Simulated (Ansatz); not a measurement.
Relaxation of GaH5S (7 atoms, charge 0, multiplicity 1), to a largest force component of 0.03 eV/Å in at most 50 steps.

Method: RKS LDA/def2-SVP in Ansatz.

```xyz
7
Properties=species:S:1:pos:R:3
Ga 0.071 -0.547 -0.417
H -0.033 -0.017 2.298
H 1.386 0.284 -0.496
H -1.378 -0.112 -0.794
S 0.371 -2.655 0.299
H -0.957 -2.955 0.241
H 0.041 -0.662 1.953
```

Problem. Where does it end, and by what steps?

Solution. It converged. After 6 steps the energy has fallen by 0.154 eV; H2 moved furthest, 0.44 Å.

```csv
step,energy less start (eV),largest force component (eV/Å),accepted
0,0.0000,1.886,yes
1,-0.1015,0.287,yes
2,-0.1160,0.583,yes
3,-0.1404,0.506,yes
4,-0.1495,0.233,yes
5,-0.1536,0.080,yes
6,-0.1540,0.028,yes
```

```xyz
7
Properties=species:S:1:pos:R:3
Ga 0.089 -0.615 -0.217
H -0.088 0.237 1.937
H 1.408 0.206 -0.342
H -1.368 -0.105 -0.452
S 0.383 -2.775 0.084
H -0.949 -3.068 0.086
H 0.026 -0.546 1.988
```

Whether the end is a true minimum wasn't checked by a vibrational analysis.

Run time: 9.8 s on 1 thread of Arm Neoverse V1, with other jobs on the host, peak memory 0.13 GiB.
